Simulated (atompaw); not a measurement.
## u(r) = r·R(r): atom against pseudo-atom (Br)

Columns: radius, all-electron u(r) and pseudo u(r) of the 4s shell (level -22.57 eV) of bromine in the configuration [Ar] 3d10 4s2 4p4.75; PBE, scalar-relativistic, PAW (atompaw) scheme, atompaw 4.2.0.5.

```json
{"r (bohr)": "0.067", "all-electron": "0.0781", "pseudo": "0.0844"}
{"r (bohr)": "0.135", "all-electron": "0.2658", "pseudo": "0.1693"}
{"r (bohr)": "0.202", "all-electron": "0.0873", "pseudo": "0.2512"}
{"r (bohr)": "0.269", "all-electron": "-0.1744", "pseudo": "0.3305"}
{"r (bohr)": "0.337", "all-electron": "-0.3618", "pseudo": "0.4077"}
{"r (bohr)": "0.404", "all-electron": "-0.4296", "pseudo": "0.4798"}
{"r (bohr)": "0.471", "all-electron": "-0.3969", "pseudo": "0.5474"}
{"r (bohr)": "0.538", "all-electron": "-0.2952", "pseudo": "0.6099"}
{"r (bohr)": "0.606", "all-electron": "-0.1519", "pseudo": "0.6676"}
{"r (bohr)": "0.673", "all-electron": "0.0054", "pseudo": "0.7187"}
{"r (bohr)": "0.740", "all-electron": "0.1627", "pseudo": "0.7637"}
{"r (bohr)": "0.808", "all-electron": "0.3121", "pseudo": "0.8031"}
{"r (bohr)": "0.875", "all-electron": "0.4434", "pseudo": "0.8356"}
{"r (bohr)": "0.942", "all-electron": "0.5563", "pseudo": "0.8621"}
{"r (bohr)": "1.010", "all-electron": "0.6512", "pseudo": "0.8828"}
{"r (bohr)": "1.077", "all-electron": "0.7259", "pseudo": "0.8974"}
{"r (bohr)": "1.144", "all-electron": "0.7835", "pseudo": "0.9065"}
{"r (bohr)": "1.212", "all-electron": "0.8258", "pseudo": "0.9104"}
{"r (bohr)": "1.279", "all-electron": "0.8536", "pseudo": "0.9095"}
{"r (bohr)": "1.346", "all-electron": "0.8692", "pseudo": "0.9040"}
{"r (bohr)": "1.413", "all-electron": "0.8744", "pseudo": "0.8944"}
{"r (bohr)": "1.481", "all-electron": "0.8706", "pseudo": "0.8808"}
{"r (bohr)": "1.548", "all-electron": "0.8596", "pseudo": "0.8640"}
{"r (bohr)": "1.615", "all-electron": "0.8425", "pseudo": "0.8439"}
{"r (bohr)": "1.683", "all-electron": "0.8202", "pseudo": "0.8204"}
{"r (bohr)": "1.750", "all-electron": "0.7946", "pseudo": "0.7946"}
```

**Question.** How many radial nodes do the two functions have?

**Answer.** The all-electron 4s function has n − l − 1 = 3 (the table is too coarse to show those close to the nucleus); the pseudo-wave has 0, since the states of the same l below it are removed with the core.

**Question.** Is the pseudo-wave norm-conserving?

**Answer.** No, it belongs to a PAW set: the norm inside the radius is not constrained, and the difference is carried by the augmentation charge.
